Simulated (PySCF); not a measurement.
Some computed properties have been withheld. Give your best values.

Compound: 4-pyridinecarboxaldehyde, C6H5NO.
Numbering: `[O:1]=[CH:2][c:3]1[cH:4][cH:5][n:6][cH:7][cH:8]1` (hydrogens: H9 on C2; H10 on C4; H11 on C5; H12 on C7; H13 on C8)

Conformer (atom-mapped SMILES and torsion angles): `[O:1]=[CH:2][c:3]1[cH:4][cH:5][n:6][cH:7][cH:8]1`: O1–C2–C3–C4 180°.

```csv
property,level,value
point group of the GFN2-xTB geometry,GFN2-xTB,Cs
"rotational constants A, B, C of the GFN2-xTB geometry",GFN2-xTB,"5.590, 1.576, 1.230 GHz"
dipole moment,wB97X-D/def2-SVPD,1.84 D
HOMO energy,wB97X-D/def2-SVPD,-9.73 eV
LUMO energy,wB97X-D/def2-SVPD,?
lowest singlet excitation,TDDFT wB97X-D/def2-SVPD,"3.75 eV (331 nm, f = 0.000)"
strongest line among the 8 lowest singlet transitions,TDDFT wB97X-D/def2-SVPD,?
lowest triplet excitation (Tamm–Dancoff),TDA wB97X-D/def2-SVPD,3.25 eV
static isotropic polarisability,wB97X-D/def2-SVPD,?
electronic spatial extent ⟨r²⟩ about the centre of nuclear charge,wB97X-D/def2-SVPD,?
13C chemical shifts (computed TMS as zero) by class,GIAO PBE0/pcSseg-1,"197.4 (C2), 157.4 (C5/C7), 145.6 (C3), 128.0 (C4/C8) ppm"
1H chemical shifts (computed TMS as zero) by class,GIAO PBE0/pcSseg-1,?
"isotropic shieldings of nuclei other than C and H, by class",GIAO PBE0/pcSseg-1,"-116 (N6), -355 (O1) ppm"
largest of the computed one-bond spin–spin couplings (means over like bonds),"B3LYP/pcJ-1, spin–dipole term left out for some pairs",?
```

The electronic properties come from PySCF, for the isolated species, density fitting. NMR classes are plain means over equivalent atoms (diastereotopic ones count apart unless rotation or inversion swaps them), as if these changed places fast; in this geometry the members of some classes differ.

Problem. Give the 1H chemical shifts (computed TMS as zero) by class.

Solution. 10.30 (H9), 9.34 (H11/H12), 7.85 (H10/H13) ppm.

Problem. The LUMO energy?

Solution. -0.79 eV.

Problem. What are the largest of the computed one-bond spin–spin couplings (means over like bonds)?

Solution. 13C–1H +186.2 (C5–H11 and 1 like it), 13C–1H +177.2 (C2–H9), 13C–1H +170.6 (C4–H10 and 1 like it), 13C–13C +60.5 (C3–C4 and 1 like it), 13C–13C +59.7 (C4–C5 and 1 like it), 13C–13C +56.8 (C2–C3), 17O–13C +32.7 (O1–C2), 15N–13C -0.5 (N6–C5 and 1 like it) Hz.

Problem. What is the strongest line among the 8 lowest singlet transitions?

Solution. S7 at 6.91 eV (179 nm, f = 0.520).

Problem. Give the electronic spatial extent ⟨r²⟩ about the centre of nuclear charge.

Solution. 902 bohr².

Problem. What is the static isotropic polarisability?

Solution. 77.0 au.

The largest Löwdin shares of the LUMO are 0.20 on C2, 0.19 on O1, 0.14 on C3 and 0.13 on N6. No computed singlet falls in the visible range (750 to 380 nm, 1.65 to 3.26 eV); S1 lies 0.49 eV above its blue end. The polarisability is 11.40 Å³ as a volume (1 au = 0.148185 Å³), or 1.37 au for each of the 56 electrons. The rotational constants make it an asymmetric top with κ = (2B − A − C)/(A − C) = -0.84, nearer the prolate limit (−1). The vertical singlet–triplet gap S1 − T1 is 0.50 eV (TDDFT singlet less Tamm–Dancoff triplet; S1: HOMO−2→LUMO, weight 0.57, beside HOMO→LUMO, weight 0.33; T1: HOMO−2→LUMO, weight 0.56, beside HOMO→LUMO, weight 0.32). A dipole of 1.84 D is allowed in Cs, and pure rotational transitions are dipole-allowed.

One conformer stands for the species.
